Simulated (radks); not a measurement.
Values are calculated unless marked as measured or tabulated.
Valence configurations of C+ (all share [He]). Level of theory: scalar-relativistic Kohn-Sham, LDA (Slater exchange, Perdew-Wang correlation), spin-polarised, spherical densities, finite nucleus; open shells are filled with parallel spins first; Fermi nuclear charge, rms radius 2.4702 fm (a radial shooting solver on a logarithmic mesh with Libxc functionals). Energies are relative to 2s2 2p1; eigenvalues in eV for spin up.

| valence | E (eV) | moment (Bohr magnetons) | e(2p) | e(2s) |
|---|---|---|---|---|
| 2s2 2p1 | 0.000 | 1 | -17.819 | -26.300 |
| 2s1 2p2 | 4.818 | 3 | -18.665 | -27.230 |
| 2p3 | 13.373 | 3 | -18.687 | - |
| 2s1.5 2p1.5 | 2.939 | 2 | -18.346 | -26.869 |
| 2s0.5 2p2.5 | 9.098 | 3 | -18.676 | -27.231 |

NIST lists [He] 2s2 2p1 as the ground configuration; this level of theory agrees among the configurations tried. The energies are those of spherical high-spin densities, not of single terms.
